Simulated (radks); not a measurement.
Results of a calculation; reference values are marked as such.
Question: Ionisation of W+, [Xe] 4f14 5d4 6s1, to W2+, [Xe] 4f14 5d4, under several functionals. Dirac Kohn-Sham, spin-unpolarised, spherical densities, finite nucleus; open shells fill j = l - 1/2 first; a radial shooting solver on a logarithmic mesh with Libxc functionals. Known Delta-SCF values: LDA (Slater exchange, Perdew-Zunger correlation) 15.882 eV; OLYP 15.147 eV; XLYP 15.646 eV. What does PBE give, and what is its highest occupied eigenvalue?

Answer: 15.537 eV by Delta-SCF; the 5d3/2 eigenvalue is -11.907 eV. NIST: 16.4 eV (semi-empirical).

Beside tabulated values, note that spin-unpolarised runs miss the spin-polarisation part of the exchange energy of open shells.
